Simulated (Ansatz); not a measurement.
Stepwise reaction of `O[Si](O)(F)[SiH2]F` with hydrogen, as a gas-phase model of exchange steps in deposition or etching. ΔE in kJ/mol; ΔG adds harmonic PBE0-D4 terms to CCSD(T)/CBS, at 1 bar.

Gas-phase electronic energies from Ansatz, PBE0-D4/def2-TZVP geometries. CCSD(T)/CBS adds triple-zeta CCSD(T) − MP2 to the extrapolated MP2 energy (def2 sets, frozen cores). This one scheme is used for every species. DFT in def2-TZVPP. B3LYP here is the variant with VWN-RPA as its local correlation; programs differ in this. Each species was taken in one conformer, which may not be the lowest.

| step | reaction | PBE-D4 | B3LYP-D4 | ωB97M-V | CCSD(T)/CBS | ΔG(400 K) |
| --- | --- | --- | --- | --- | --- | --- |
| 2 | `O[Si](O)(F)[SiH3]` + H₂ → `O[SiH](O)[SiH3]` + H–F | 137.8 | 147.4 | 147.7 | 143.4 | 145.3 |

(1) Give the row of step 1, `O[Si](O)(F)[SiH2]F` + H₂ → `O[Si](O)(F)[SiH3]` + H–F. (Best estimate.)

(2) By hand: ΔE of the 2 steps together at CCSD(T)/CBS.

Results:

(1) Computed: 
```
step                                               reaction  PBE-D4  B3LYP-D4  ωB97M-V  CCSD(T)/CBS  ΔG(400 K)
   1  `O[Si](O)(F)[SiH2]F` + H₂ → `O[Si](O)(F)[SiH3]` + H–F    90.5     101.2     98.8         95.9       96.4
```

(2) (95.9) + (143.4) = 239.3 kJ/mol, or 119.7 kJ/mol a step.

In ΔE each step is higher than the one before. All are uphill at CCSD(T)/CBS. ΔG lies between 96.4 and 145.3 kJ/mol a step. PBE-D4 differs from CCSD(T)/CBS by -5.6 to -5.4 kJ/mol a step. Isolated molecules leave out the surface, adducts and barriers. Largest T1 diagnostic: 0.013.
